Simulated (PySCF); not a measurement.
## Adding and removing an electron: SnPb

UHF; PySCF, scalar-relativistic core potentials, basis sets Sn cc-pVDZ-PP with ECP28, Pb cc-pVDZ-PP with ECP60. Neutral (UHF): triplet (π ↑↑), Re = 2.795 Å, ωe = 185 cm⁻¹, De = 0.63 eV, HOMO -6.52 eV, LUMO -0.09 eV.

SnPb⁺ (UHF): quartet (σ ↑, π ↑↑), Re = 2.849 Å, ωe = 158 cm⁻¹. The energies at the minima are -405.19053 hartree for SnPb and -404.97314 for SnPb⁺.

Task: Work out the adiabatic ionisation energy, without and with harmonic zero-point energies (1 hartree = 27.2114 eV, 1 eV = 8065.5 cm⁻¹), and the change of the bond length.

Result: At UHF: 0.21739 hartree = 5.915 eV between the minima; the zero-point term (158.0 − 185.0)/2 cm⁻¹ = -0.002 eV makes it 5.914 eV. Re changes by +5.4 pm against the neutral. The electron leaves a σ orbital, and the longer bond of the ion fits a bonding orbital, or a change in how ionic the bond is.

These are scalar-relativistic numbers at best; spin–orbit coupling would shift them, the dissociation energy most. Hartree–Fock leaves out correlation, which carries a large part of most bond energies and some tenths to 1 eV of ionisation energies. States were picked by a PBE0 search and need not be the measured ground states.
